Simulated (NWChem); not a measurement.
System meant: SrH5SO2F; SMILES [F][Sr](<-[OH2])([SH])<-[OH2]

Input file for NWChem:

```
start job
memory heap 200 mb stack 900 mb global 1100 mb
geometry units angstroms noautoz
  Sr     0.283238    -0.002848    -0.407372
  F      0.407000     2.085275     0.330652
  S      1.233148    -2.566526     0.464182
  H      1.251591    -2.255540     1.780766
  O     -1.576883    -1.638226    -0.276916
  H     -2.443992    -2.036377    -0.158296
  H     -0.887191    -2.290185     0.050054
  O      0.978819     1.763311    -2.022809
  H      1.538299     2.282669    -2.604856
  H      0.841554     2.265334    -1.158359
end
basis spherical
  * library def2-svp
end
ecp
  Sr library def2-ecp
end
dft
  odft
  mult 2
  xc pbe0
  iterations 150
  mulliken
end
task dft energy
```

End of the output:

```
                                 NWChem DFT Module
                                 -----------------

 Summary of "ao basis" -> "ao basis" (spherical)
 ------------------------------------------------------------------------------
       Tag                 Description            Shells   Functions and Types
 ---------------- ------------------------------  ------  ---------------------
 Sr                         def2-svp                 9       23   4s3p2d
 F                          def2-svp                 6       14   3s2p1d
 S                          def2-svp                 8       18   4s3p1d
 H                          def2-svp                 3        5   2s1p
 O                          def2-svp                 6       14   3s2p1d

 Summary of "ao basis" -> "ao basis" (spherical)
 ------------------------------------------------------------------------------
       Tag                 Description            Shells   Functions and Types
 ---------------- ------------------------------  ------  ---------------------
 Sr                         def2-svp                 9       23   4s3p2d
 F                          def2-svp                 6       14   3s2p1d
 S                          def2-svp                 8       18   4s3p1d
 H                          def2-svp                 3        5   2s1p
 O                          def2-svp                 6       14   3s2p1d

  number of electrons :                   56
  multiplicity        :                    2
 ------------------------------------------------------------------------
  no. of electrons and multiplicity not compatible                  56
 ------------------------------------------------------------------------
 ------------------------------------------------------------------------
  current input line :
    28: task dft energy
 ------------------------------------------------------------------------
 ------------------------------------------------------------------------
 There is an error in the input file
 ------------------------------------------------------------------------
 For more information see the NWChem manual at https://nwchemgit.github.io

0: no. of electrons and multiplicity not compatible:Received an Error in Communication
```

Question: Find the fault in this run and fix the input.

Answer: The input was rejected before any calculation. Cause: the multiplicity doesn't fit the number of electrons (an even count wants an odd multiplicity, and the reverse). This input runs:
```
start job
memory heap 200 mb stack 900 mb global 1100 mb
geometry units angstroms noautoz
  Sr     0.283238    -0.002848    -0.407372
  F      0.407000     2.085275     0.330652
  S      1.233148    -2.566526     0.464182
  H      1.251591    -2.255540     1.780766
  O     -1.576883    -1.638226    -0.276916
  H     -2.443992    -2.036377    -0.158296
  H     -0.887191    -2.290185     0.050054
  O      0.978819     1.763311    -2.022809
  H      1.538299     2.282669    -2.604856
  H      0.841554     2.265334    -1.158359
end
basis spherical
  * library def2-svp
end
ecp
  Sr library def2-ecp
end
dft
  xc pbe0
  iterations 150
  mulliken
end
task dft energy
```
It converges to -681.66081 Ha (PBE0/def2-SVP with def2 effective core potentials on Sr).
